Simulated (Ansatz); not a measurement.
Geometry optimisation, RHF/def2-SVP (Ansatz).

Input file:

```yaml
crystal:
  periodic: [false, false, false]
  atoms:
    - { symbol: In, position_ang: [0.0, 0.0, 0.0] }
    - { symbol: Cl, position_ang: [0.0, 0.0, 2.79] }
    - { symbol: Cl, position_ang: [2.113, 0.0, -1.22] }
    - { symbol: Cl, position_ang: [-2.113, 0.0, -1.22] }
    - { symbol: Br, position_ang: [0.1221, -2.7683, 0.9207] }
    - { symbol: H, position_ang: [0.0684, -1.5515, 2.2852] }
basis:
  gaussian: { orbitals: def2-SVP }
hamiltonian:
  xc: hf
relax:
  f_tol: 0.15
  max_steps: 25
  restrain:
    - { distance: [0, 4], at: 2.62, k: 30.0 }
    - { distance: [5, 1], at: 1.37, k: 30.0 }
    - { distance: [0, 1], at: 3.64, k: 30.0 }
    - { distance: [5, 4], at: 2.75, k: 30.0 }
```

Command:

```bash
$ ansatz run input.yaml --threads 2 --pin off --max-ram 3072MiB --backend cpu --events-out ev --progress --plain --runs-dir out
```

Problem. Where does it end, and by what steps?

Solution. The forces met the threshold. The restraints hold the end off the free minimum; the threshold counts their pulls, which the force column leaves out. Restrained pairs: In1–Br5 (2.92 → 2.59 Å), Cl2–H6 (1.63 → 1.32 Å), In1–Cl2 (2.79 → 3.63 Å), Br5–H6 (1.83 → 2.75 Å). After 7 steps the energy has fallen by 1.562 eV (the restraints' own energy left out); In1 moved furthest, 0.87 Å.

| step | energy less start (eV) | largest force component (eV/Å) | accepted |
| --- | --- | --- | --- |
| 0 | 0.0000 | 1.731 | yes |
| 1 | -0.2286 | 2.446 | yes |
| 2 | -0.8328 | 2.532 | yes |
| 3 | -1.2340 | 1.796 | yes |
| 4 | -1.4371 | 1.876 | yes |
| 5 | -1.5117 | 1.857 | yes |
| 6 | -1.5549 | 1.583 | yes |
| 7 | -1.5616 | 1.452 | yes |

```xyz
6
Properties=species:S:1:pos:R:3
In 0.029 -0.666 -0.565
Cl 0.027 0.027 3.001
Cl 2.037 0.315 -1.196
Cl -2.019 0.240 -1.176
Br 0.076 -2.949 0.647
H 0.041 -1.287 2.844
```

Time of the run: 25 s on 2 threads of Arm Neoverse V1, on a shared host, peak memory 0.33 GiB.
